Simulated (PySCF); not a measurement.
Isomers of C3H12AsB, one conformer each. The calculation used core-valence-separated Tamm–Dancoff BHandHLYP/aug-pcX-1 (pcseg-1 on H, def2-SVPD on As) in PySCF, non-relativistic, gas phase, PBE0-D3(BJ)/def2-SVP geometry. The energies are unshifted.

P. `C(C)([AsH2+][BH3-])C`
Q. `[BH3-][AsH2+]CCC`

Main lines, eV (oscillator strength):
1. C K: 285.4 (0.009), 285.5 (0.044), 285.7 (0.017), 286.1 (0.053), 286.2 (0.021); B K: 188.2 (0.047), 189.1 (0.007), 189.9 (0.015), 189.9 (0.014), 190.2 (0.009)
2. C K: 285.5 (0.050), 285.5 (0.010), 285.6 (0.010), 286.2 (0.056), 286.3 (0.027); B K: 188.3 (0.047), 189.1 (0.007), 189.8 (0.013), 189.8 (0.011), 190.2 (0.013)
Listed: the first five lines at most of each edge with a tenth or more of its strongest line's intensity; roots within 0.03 eV on the same or equivalent atoms are summed. Only the lowest roots were sought, and the top ones are left out.

**Question.** Which spectrum belongs to which isomer?

**Answer.** 1 = Q, 2 = P.
- P: first C line listed at 285.5 eV, hole on the sp3 CH carbon; first B line listed at 188.3 eV, hole on the four-coordinate boron.
- Q: first C line listed at 285.4 eV, hole on the methyl carbon; first B line listed at 188.2 eV, hole on the four-coordinate boron.

**Question.** What are the ground-state energies of the isomers at BHandHLYP/aug-pcX-1 (pcseg-1 on H, def2-SVPD on As), relative to the lowest?

**Answer.** P 1.0, Q 0.0 kJ/mol (electronic energies on these geometries, no dispersion or zero-point terms).
